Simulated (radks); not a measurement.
Charge is removed step by step from the 3d up level of the scandium ion Sc+, starting from [Ar] 3d(up 1, down 0) 4s1. Method: non-relativistic Kohn-Sham, r2SCAN, spin-polarised, spherical densities, point nucleus; open shells are filled with parallel spins first; meta-GGA in the generalised Kohn-Sham scheme; computed with a radial shooting solver on a logarithmic mesh with Libxc functionals.

removed (e)  E - E(0) (eV)  eigenvalue (eV)  E minus straight line (eV)
0                    0.000          -10.354                       0.000
0.1                  1.090          -11.449                      -0.537
0.2                  2.291          -12.578                      -0.963
0.3                  3.606          -13.738                      -1.274
0.4                  5.040          -14.929                      -1.467
0.5                  6.593          -16.149                      -1.541
0.6                  8.270          -17.398                      -1.490
0.7                 10.074          -18.674                      -1.314
0.8                 12.006          -19.976                      -1.008
0.9                 14.070          -21.304                      -0.571
1                   16.268          -22.656                       0.000

Removing the whole electron costs 16.268 eV by Delta-SCF, against 10.354 eV from minus the eigenvalue at the starting occupation. Slater's transition state (half an electron removed) gives 16.149 eV. Integrating minus the eigenvalue over the occupation (Janak's theorem) gives 16.268 eV. The mean slope of the eigenvalue, de/dn, is 12.3 eV per electron.
